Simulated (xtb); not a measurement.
C2H3O2 (SMILES CO[C-]=O), charge -1, singlet, geometry from GFN2-xTB; GFN0-xTB (xtb).

Here is a job for xtb.
```
$ xtb mol.xyz --gfn 0 --chrg -1 --hess --json

# file mol.xyz
7

C     -1.15412904    -0.13368505    -0.00475851
O     -0.72670803    -1.11946687     0.60148897
O      0.00963198     0.80173294    -0.46742437
C      1.28691312     0.41218812    -0.14832584
H      1.79443639     1.15884469     0.49102832
H      1.24026991    -0.54555805     0.40753573
H      1.90519756     0.25756633    -1.05257476
```

It wrote (shortened):

```
   ID    Z sym.   atoms
    1    6 C      1, 4
    2    8 O      2, 3
    3    1 H      5-7

           -------------------------------------------------
          |                Calculation Setup                |
           -------------------------------------------------

           -------------------------------------------------
          |                 G F N 0 - x T B                 |
           -------------------------------------------------

          ...................................................
          :                      SETUP                      :
          :.................................................:
          :  # basis functions                  22          :
          :  # atomic orbitals                  22          :
          :  # shells                           14          :
          :  # electrons                        24          :
          :  electronic temp.          300.0000000     K    :
          :  accuracy                    1.0000000          :
          :  -> integral cutoff          0.2500000E+02      :
          :  -> integral neglect         0.1000000E-07      :
          ...................................................

         :::::::::::::::::::::::::::::::::::::::::::::::::::::
         ::                     SUMMARY                     ::
         :::::::::::::::::::::::::::::::::::::::::::::::::::::
         :: total energy             -13.806856292897 Eh    ::
         :: gradient norm              0.060327223238 Eh/a0 ::
         :: HOMO-LUMO gap              2.850163631612 eV    ::
         ::.................................................::
         :: H0 energy                -12.672599653581 Eh    ::
         :: repulsion energy           0.087084856991 Eh    ::
         :: electrostat energy        -1.190359916927 Eh    ::
         :: -> Gsolv                   0.000000000000 Eh    ::
         ::    -> Gsasa                0.000000000000 Eh    ::
         ::    -> Gshift               0.000000000000 Eh    ::
         :: dispersion energy         -0.001485491473 Eh    ::
         :: short-range corr.         -0.029496087906 Eh    ::
         :: add. restraining           0.000000000000 Eh    ::
         :: total charge              -1.000000000000 e     ::
         :::::::::::::::::::::::::::::::::::::::::::::::::::::

           -------------------------------------------------
          |                Numerical Hessian                |
           -------------------------------------------------
step length          :   0.00500
SCC accuracy         :   0.30000
Hessian scale factor :   1.00000
frozen atoms in %    :   0.00000    0
RMS gradient         :   0.06033 !! INCOMPLETELY OPTIMIZED GEOMETRY !!
estimated CPU  time      0.00 min

writing file <hessian>.

 projected vibrational frequencies (cm⁻¹)
eigval :       -0.00    -0.00    -0.00     0.00     0.00     0.00
eigval :     -835.06   225.66   321.42   361.57   630.16  1032.85
eigval :     1050.90  1174.92  1393.08  1455.24  1466.64  1499.04
eigval :     2907.86  2929.46  2955.33
           -------------------------------------------------
          |                Property Printout                |
           -------------------------------------------------

    * Orbital Energies and Occupations

         #    Occupation            Energy/Eh            Energy/eV
      -------------------------------------------------------------
         1        2.0000           -0.6862973             -18.6751
         2        2.0000           -0.6702377             -18.2381
         3        2.0000           -0.6179498             -16.8153
         4        2.0000           -0.5730715             -15.5941
         5        2.0000           -0.5446667             -14.8211
         6        2.0000           -0.5407321             -14.7141
         7        2.0000           -0.5174770             -14.0813
         8        2.0000           -0.4847006             -13.1894
         9        2.0000           -0.4711884             -12.8217
        10        2.0000           -0.4384912             -11.9320
        11        2.0000           -0.4143743             -11.2757
        12        2.0000           -0.3771134             -10.2618 (HOMO)
        13                         -0.2723718              -7.4116 (LUMO)
        14                         -0.1517918              -4.1305
        15                         -0.1324174              -3.6033
        16                         -0.0895360              -2.4364
        17                         -0.0771587              -2.0996
        18                          0.0321463               0.8747
        19                          0.2250675               6.1244
        20                          0.2258083               6.1446
        21                          0.2510801               6.8322
Molecule has the following symmetry elements: (sigma)
It seems to be the Cs point group
        22                          0.3082302               8.3874
      -------------------------------------------------------------
                  HL-Gap            0.1047416 Eh            2.8502 eV
             Fermi-level            0.0000000 Eh            0.0000 eV

     #   Z          covCN         q      C6AA      α(0)
     1   6 C        1.667     0.164    28.076     8.582
     2   8 O        0.855    -0.686    28.238     7.130
     3   8 O        1.661    -0.450    21.673     6.298
     4   6 C        3.623     0.016    23.125     7.004
     5   1 H        0.922    -0.059     4.325     3.252
     6   1 H        0.922     0.074     2.043     2.235
     7   1 H        0.922    -0.059     4.325     3.252

 Mol. C6AA /au·bohr⁶  :        653.983838
 Mol. C8AA /au·bohr⁸  :      13962.922522
 Mol. α(0) /au        :         37.753855

Wiberg/Mayer (AO) data.
largest (>0.10) Wiberg bond orders for each atom

 ---------------------------------------------------------------------------
     #   Z sym  total        # sym  WBO       # sym  WBO       # sym  WBO
 ---------------------------------------------------------------------------
     1   6 C    2.867 --     2 O    1.943     3 O    0.879
     2   8 O    2.184 --     1 C    1.943     3 O    0.180
     3   8 O    2.116 --     4 C    1.013     1 C    0.879     2 O    0.180
     4   6 C    3.960 --     3 O    1.013     5 H    0.974     7 H    0.974
                             6 H    0.960
     5   1 H    1.001 --     4 C    0.974
     6   1 H    1.005 --     4 C    0.960
     7   1 H    1.001 --     4 C    0.974
 ---------------------------------------------------------------------------

Topologies differ in total number of bonds
Writing topology from bond orders to xtbtopo.mol

 dipole moment from electron density (au)
     X       Y       Z
   1.8872   0.1589   0.0426  total (Debye):    4.815

           -------------------------------------------------
          |               Frequency Printout                |
           -------------------------------------------------
 projected vibrational frequencies (cm⁻¹)
eigval :       -0.00    -0.00    -0.00     0.00     0.00     0.00
eigval :     -835.06   225.66   321.42   361.57   630.16  1032.85
eigval :     1050.90  1174.92  1393.08  1455.24  1466.64  1499.04
eigval :     2907.86  2929.46  2955.33
 reduced masses (amu)
   1: 13.05   2: 13.56   3: 13.01   4: 14.33   5: 11.91   6: 12.03   7: 13.42   8:  4.29
   9: 11.48  10: 10.60  11: 13.67  12:  4.66  13:  3.65  14: 12.74  15:  2.78  16:  1.57
  17: 13.45  18:  1.84  19:  1.75  20:  1.95  21:  1.39
 IR intensities (km·mol⁻¹)
   1: 12.26   2:  9.65   3:  5.92   4: 13.56   5:  8.43   6:  2.55   7: 10.49   8:  0.12
   9:  5.45  10: 23.43  11:  5.30  12:  4.15  13:  5.64  14:  1.28  15: 26.32  16:  0.01
  17:  9.07  18:  6.61  19:  0.76  20: 37.17  21: 54.67
 Raman intensities (Ä⁴*amu⁻¹)
   1:  0.00   2:  0.00   3:  0.00   4:  0.00   5:  0.00   6:  0.00   7:  0.00   8:  0.00
   9:  0.00  10:  0.00  11:  0.00  12:  0.00  13:  0.00  14:  0.00  15:  0.00  16:  0.00
  17:  0.00  18:  0.00  19:  0.00  20:  0.00  21:  0.00
 output can be read by thermo (or use thermo option).
 writing <g98.out> molden fake output.
 recommended (thermochemical) frequency scaling factor: 1.0
           -------------------------------------------------
          |             Thermodynamic Functions             |
           -------------------------------------------------

cs  symmetry found (for desy threshold:  0.10E+00) used in thermo

          ...................................................
          :                      SETUP                      :
          :.................................................:
          :  # frequencies                          14      :
          :  # imaginary freq.                       1      :
          :  linear?                             false      :
          :  only rotor calc.                    false      :
          :  symmetry                               cs      :
          :  rotational number                       1      :
          :  scaling factor                  1.0000000      :
          :  rotor cutoff                   50.0000000 cm⁻¹ :
          :  imag. cutoff                  -20.0000000 cm⁻¹ :
          :.................................................:

    mode    ω/cm⁻¹     T·S(HO)/kcal·mol⁻¹    T·S(FR)/kcal·mol⁻¹   T·S(vib)
   ------------------------------------------------------------------------
       1    225.66    -0.57042 ( 99.76%)    -0.60977 (  0.24%)    -0.57052
   ------------------------------------------------------------------------

   temp. (K)  partition function   enthalpy   heat capacity  entropy
                                   cal/mol     cal/K/mol   cal/K/mol   J/K/mol
 298.15  VIB   2.48                  949.944      7.197      4.995
         ROT  0.320E+05              888.752      2.981     23.593
         INT  0.794E+05             1838.697     10.178     28.588
         TR   0.439E+27             1481.254      4.968     38.130
         TOT                        3319.9507    15.1463    66.7180   279.1479

       T/K    H(0)-H(T)+PV         H(T)/Eh          T*S/Eh         G(T)/Eh
   ------------------------------------------------------------------------
    298.15    0.529068E-02    0.494965E-01    0.316999E-01    0.177967E-01
   ------------------------------------------------------------------------

         :::::::::::::::::::::::::::::::::::::::::::::::::::::
         ::                  THERMODYNAMIC                  ::
         :::::::::::::::::::::::::::::::::::::::::::::::::::::
         :: total free energy         -13.789059599256 Eh   ::
         ::.................................................::
         :: total energy              -13.806856292897 Eh   ::
         :: zero point energy           0.044205868126 Eh   ::
         :: G(RRHO) w/o ZPVE           -0.026409174485 Eh   ::
         :: G(RRHO) contrib.            0.017796693641 Eh   ::
         :::::::::::::::::::::::::::::::::::::::::::::::::::::
imag cut-off (cm-1) :    5.00
 found            1  significant imaginary frequency
 writing imag mode distorted coords to xtbhess.xyz
 for further optimization.

           -------------------------------------------------
          | TOTAL ENERGY              -13.806856292897 Eh   |
          | TOTAL ENTHALPY            -13.757359746503 Eh   |
          | TOTAL FREE ENERGY         -13.789059599256 Eh   |
          | GRADIENT NORM               0.060327223238 Eh/α |
          | HOMO-LUMO GAP               2.850163631612 eV   |
           -------------------------------------------------
########################################################################
[WARNING] Runtime exception occurred
-1- hessian_numhess: Hessian on incompletely optimized geometry!
########################################################################

normal termination of xtb
```
